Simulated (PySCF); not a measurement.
# Bond lengths and vibrations by method: H4N2Si

These are calculations, not measurements. They come from PySCF 2.14.0, an open-source quantum chemistry program, on an isolated molecule that a program drew, which may never have been made. The molecule is H4N2Si (charge 0, singlet), drawn as the SMILES string `N[Si]N`.

The geometry was optimised and harmonic frequencies were computed with HF and MP2, all in the cc-pV(D+d)Z basis, for the commonest isotopes, with a restricted reference for singlets and an unrestricted one otherwise, and a frozen core in MP2. Each result is a local minimum of its method.

Geometry at the HF minimum:
```xyz
7
H4N2Si, angstrom
N    -2.1387    1.6005    1.2266
Si   -0.8618    1.7155    2.3624
N     0.0143    0.2889    2.0000
H    -2.2944    0.8760    0.5499
H    -2.8480    2.3061    1.1795
H     0.8464    0.0557    2.5066
H    -0.1977   -0.4009    1.3028
```

Lengths of the bonds as drawn, in Å (atoms numbered as above):
| bond | HF | MP2 |
|---|---|---|
| N1-Si2 | 1.713 | 1.728 |
| Si2-N3 | 1.713 | 1.728 |
| N1-H4 | 1.003 | 1.019 |
| N1-H5 | 1.002 | 1.016 |
| N3-H6 | 1.002 | 1.016 |
| N3-H7 | 1.004 | 1.019 |

Rotational constants, in GHz:
```
constant     HF    MP2
       A  23.56  22.84
       B  8.108   8.03
       C  6.032  5.941
```

Harmonic frequencies in cm^-1, each column in rising order, so a row needn't be the same motion in every method:
| rank | HF | MP2 |
|---|---|---|
| 1 | 326 | 297 |
| 2 | 386 | 308 |
| 3 | 419 | 374 |
| 4 | 452 | 398 |
| 5 | 547 | 544 |
| 6 | 742 | 679 |
| 7 | 821 | ? |
| 8 | 879 | 851 |
| 9 | 946 | 883 |
| 10 | 1680 | 1549 |
| 11 | 1703 | 1572 |
| 12 | 3767 | 3580 |
| 13 | 3769 | 3584 |
| 14 | 3872 | 3707 |
| 15 | 3874 | 3710 |

**Estimate the missing MP2 frequency from the HF column.**

A single factor s that minimises the squared misfit of MP2 against s times HF over the other rows is sum(HF x MP2) / sum(HF^2) = 0.9504, with an rms misfit of 30 cm^-1. For rank 7 it gives 0.9504 x 821 = 780 cm^-1. The calculation gives 776 cm^-1, 4 cm^-1 below the estimate. The drawn bonds are on average 1.3 % longer in MP2 than in HF.
